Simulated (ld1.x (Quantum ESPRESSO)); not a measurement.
## How hard is this Cl TM semilocal potential?

| Quantity | Value |
| --- | --- |
| Element | chlorine (Cl) |
| Generator | ld1.x (Quantum ESPRESSO) 7.5 |
| Type | norm-conserving Troullier–Martins (semilocal form) |
| Functional | BLYP |
| Relativity | scalar-relativistic |
| Frozen core | [Ne] |
| Valence charge | 7 |
| Reference configuration | 3s2 3p5 |
| Partial waves | 3p (bound): rc 1.00 bohr; 3s (bound): rc 1.15 bohr |
| Local potential | the s channel |
| Core correction | Bessel-smoothed model core inside 0.65 bohr |

The pseudo-atom Hamiltonian at the reference potential is diagonalised in spherical Bessel functions j_l(qr) that vanish at 20 bohr, with q² up to the cutoff. All-electron valence levels (Ry): 3p -0.6218, 3s -1.5099.

**Question.** How do the lowest levels (Ry) of each channel move with the cutoff, and are there ghosts?

**Answer.**

```json
{"cutoff (Ry)": "8", "p #1": "-0.5152", "s #1": "-1.2987", "Σ f·Δε (mRy)": "955.1"}
{"cutoff (Ry)": "15", "p #1": "-0.5474", "s #1": "-1.4297", "Σ f·Δε (mRy)": "532.0"}
{"cutoff (Ry)": "21", "p #1": "-0.5482", "s #1": "-1.4889", "Σ f·Δε (mRy)": "409.7"}
{"cutoff (Ry)": "30", "p #1": "-0.5504", "s #1": "-1.4998", "Σ f·Δε (mRy)": "376.8"}
{"cutoff (Ry)": "45", "p #1": "-0.5527", "s #1": "-1.5025", "Σ f·Δε (mRy)": "359.8"}
{"cutoff (Ry)": "60", "p #1": "-0.5661", "s #1": "-1.5080", "Σ f·Δε (mRy)": "281.8"}
{"cutoff (Ry)": "80", "p #1": "-0.5966", "s #1": "-1.5094", "Σ f·Δε (mRy)": "126.4"}
{"cutoff (Ry)": "100", "p #1": "-0.6154", "s #1": "-1.5095", "Σ f·Δε (mRy)": "32.6"}
{"cutoff (Ry)": "140", "p #1": "-0.6212", "s #1": "-1.5099", "Σ f·Δε (mRy)": "2.5"}
{"cutoff (Ry)": "200", "p #1": "-0.6215", "s #1": "-1.5099", "Σ f·Δε (mRy)": "0.8"}
{"cutoff (Ry)": "260", "p #1": "-0.6216", "s #1": "-1.5099", "Σ f·Δε (mRy)": "0.5"}
{"cutoff (Ry)": "400", "p #1": "-0.6217", "s #1": "-1.5099", "Σ f·Δε (mRy)": "0.0"}
```

Result: no extra level below or beside the all-electron valence levels (p, s tested); the semilocal form is local in each channel, so this says nothing of the separable form that plane-wave codes build from it; 10 mRy is reached at 120 Ry and 1 mRy at 200 Ry.
